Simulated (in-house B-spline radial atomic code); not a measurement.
**RPA and G0W0 on PBE: N5+**

Configuration 1s2, mean-field start PBE. Computed with an all-electron radial atomic-structure program (B-spline basis): all electrons, scalar-relativistic (spin-free one-electron X2C), finite nucleus, each spin shell either full or empty, empty states to l = 9 with an (l + 1/2)⁻⁴ tail; G0W0 by contour deformation at full frequency.

Command:
```bash
python run_gw.py task.json out
```
Settings (radii: box in bohr, nucleus in fm):
```
Z                        7
electrons                2
configuration            1s2
hamiltonian              x2c
method                   pbe,pbe
lmax                     9
rms_radius               2.5582
spin_polarised           False
box_radius               10.43
intervals                69
ion_configuration        1s1
```

Time taken, with all properties: 1 s on 1 thread of Arm Neoverse V2 (shared host).

Energies (hartree):

```json
{"term": "mean-field total", "value": "-44.73309"}
{"term": "Hartree-Fock functional on these orbitals", "value": "-44.76071"}
{"term": "direct second order", "value": "-0.094573"}
{"term": "second-order exchange", "value": "0.047287"}
{"term": "SOSEX correction", "value": "0.045521"}
```

What is the RPA correlation energy, and what remains with SOSEX?

RPA gives -0.091039 hartree (-1.24 eV per electron); RPA + SOSEX gives -0.045519, and the second-order doubles -0.047286 hartree (no singles). SOSEX takes back 50 % of the RPA value, the self-correlation of each of the two electrons.

Quasi-particle levels (eV):

| level | occupied | mean field | Σx - vxc | Σc | QP weight | G0W0 |
| --- | --- | --- | --- | --- | --- | --- |
| 1s | yes | -511.29 | -41.31 | ? | ? | ? |
| 2s | no | -104.29 | 6.91 | -0.21 | 1.000 | -97.60 |

G0W0 = mean field + (Σx - vxc) + Σc, with Σc (partial-wave tail included) taken at the quasi-particle energy.

Where does G0W0 put 1s?

At -551.84 eV, with Σc = 0.76 eV and a quasi-particle weight of 0.993. The tabulated removal energy is 552.067 eV (NIST, tabulated theory).

What does it cost to remove one electron (to 1s1) by differences of total energies, each species on its own start (correlation terms add to the Hartree-Fock functional)?

PBE 551.18 eV, Hartree-Fock functional 550.91 eV, + RPA 552.76 eV, + RPA + SOSEX 552.15 eV, + second order 552.19 eV. Tabulated: 552.067 eV (NIST, tabulated theory).
